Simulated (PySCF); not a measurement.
**Telling isomers of C₈H₁₄F₂ apart by NMR**

[PySCF 2.14.0 with density-fitted response routines: coordinates at the GFN2-xTB level; shieldings: GIAO PBE0/pcSseg-1; one averaged value for each set of equivalent atoms; no solvent model; one conformer; no relativistic terms]

δ = σ(ref) − σ, references computed at the same level: 1H (σref 31.72), 13C (σref 186.93) vs TMS. Splittings of carbon signals by F and P are missing where no couplings were computed. Where no couplings were computed, multiplicities follow the n + 1 count of equivalent neighbours, and m marks all less simple cases (inequivalent or close neighbours, rings, F or P nearby). Shifts are as computed. Against solution values, carbons near 30 ppm lie about +3 ppm off and those near 130 ppm about +5 ppm. Of 1211 compounds with measured shifts, 218 miss one by over three times the rms of a fit or turn the order of signals round; such compounds aren't used in these exercises.

(1) Tabulate the signals of `C=C(CC)C(C)(C)C(F)F`, `C/C(F)=C(\CF)C(C)(C)C` and their relative energies.

(2) What is the quickest way to tell C=C(CC)C(C)(C)C(F)F from C/C(F)=C(\CF)C(C)(C)C?

Answers

(1) 
| SMILES | carbon types | δC | δH | E rel. (kcal/mol) |
| --- | --- | --- | --- | --- |
| C=C(CC)C(C)(C)C(F)F | 2×C 1×CH 2×CH2 3×CH3 | 164.0, 126.0, 114.0, 47.3, 29.8, 22.3, 13.8 | 5.79 (m, 1H), 5.29 (br s, 1H), 5.13 (br s, 1H), 2.26 (q, 2H), 1.25 (s, 6H), 1.15 (t, 3H) | 0.0 |
| C/C(F)=C(\CF)C(C)(C)C | 3×C 1×CH2 4×CH3 | 170.2, 126.7, 83.0, 38.1, 31.4, 19.5 | 5.14 (m, 2H), 2.33 (m, 3H), 1.19 (s, 9H) | 7.5 |

Energies are electronic energies at PBE0/pcSseg-1 on these geometries, without zero-point or thermal terms, each for the one conformer computed, which needn't be the lowest.

(2) Count the carbon signals: 7 against 6. The first has an sp3 CH bonded to 2 F at 126.0 ppm, the second a fully substituted alkene carbon (C) at 126.7 ppm. Their most deshielded carbons lie at 164.0 and 170.2 ppm. In the proton spectra the most deshielded non-exchanging signals are 5.79 (m, 1H) and 5.14 (m, 2H).
